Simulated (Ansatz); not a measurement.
## Telling isomers of C3H3In apart by their spectra

These gas-phase data were calculated for one isomer of C3H3In at PBE0-D3(BJ)/def2-SVP (harmonic, unscaled wavenumbers; equilibrium rotational constants with average atomic masses):

```
rotational constants            : 158.4, 1.145, 1.145 GHz
all wavenumbers above 1500 cm⁻¹ : 3138, 3138, 3046, 2226
```

Candidates:

(1) `CC#[C][In]`, a singlet
(2) `[In][C]1=CC1`, a singlet

Problem. Which structure fits?

Solution. Candidate (1). The band at 2226 cm⁻¹ lies where the C≡C stretch is expected; (2) has no mode between 2050 and 2400 cm⁻¹.

The same quantities for all candidates:

```tsv
	rotational constants (GHz)	wavenumbers above 1500 cm⁻¹	E above the lowest, PBE0-D3(BJ)/def2-SVP (kcal/mol)
(1)	158.4, 1.145, 1.145	3138, 3138, 3046, 2226	0.0
(2)	24.64, 1.687, 1.596	3269, 3120, 3049, 1725	22.8
```

Harmonic stretches to hydrogen usually lie a few per cent above observed fundamentals. Atoms past krypton carry core potentials. Programs: Ansatz 0.2.0.
